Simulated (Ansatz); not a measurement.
`[NH2][GeH2][SnH3]` + H₂O → `[NH2][GeH2][OH]` + `[SnH4]`  (formal hydrolysis of a Ge–Sn bond)

Program: Ansatz. Geometries: PBE0-D4/def2-TZVP. ΔE: electronic, gas phase. CCSD(T)/CBS is the MP2 limit (def2-TZVPP, def2-QZVPP) plus CCSD(T) − MP2 in def2-TZVPP, frozen cores. This one scheme is used for every species. DFT in def2-TZVPP. def2 core potentials past Kr. For Ge, Sn outer-core shells are correlated without core-valence functions, which leaves a few kJ/mol of doubt a bond. Scalar relativity is left out up to krypton. One conformer a species, not always the lowest.

CCSD(T)/CBS gives +14.9 kJ/mol.

(1) Another level gave +6.9 kJ/mol. Which?
A. PBE0/def2-TZVPP
B. B2PLYP/def2-TZVPP
C. B97M-V/def2-TZVPP
D. r2SCAN0/def2-TZVPP

(2) What do rigid-rotor, harmonic-oscillator terms from PBE0-D4/def2-TZVP frequencies (298.15 K, 1 bar) make of the CCSD(T)/CBS value? (Best estimate.)

Largest T1 diagnostic among the species: 0.013.

## Answers

(1) D. r2SCAN0 6.9, PBE0 12.8, B2PLYP 2.5, B97M-V -10.1 kJ/mol.

(2) Computed: ΔZPE = -5.9 kJ/mol, ΔH = +5.8 kJ/mol, ΔS = -16 J/(mol·K), ΔG = +10.5 kJ/mol.

At CCSD(T), def2-SVP lies −16.9 kJ/mol from the extrapolated value and def2-TZVPP −11.5 kJ/mol. The D4 term adds +5.3 kJ/mol with B3LYP and +3.2 kJ/mol with PBE0; it sums over pairs of atoms, weighted by their polarisabilities, and B3LYP, whose exchange is more repulsive, gets the larger term.

CCSD(T)/CBS has its own doubt, a few kJ/mol and more with outer-core shells, so smaller differences from it don't rank the levels.

B3LYP here is the variant with VWN-RPA as its local correlation; programs differ in this.
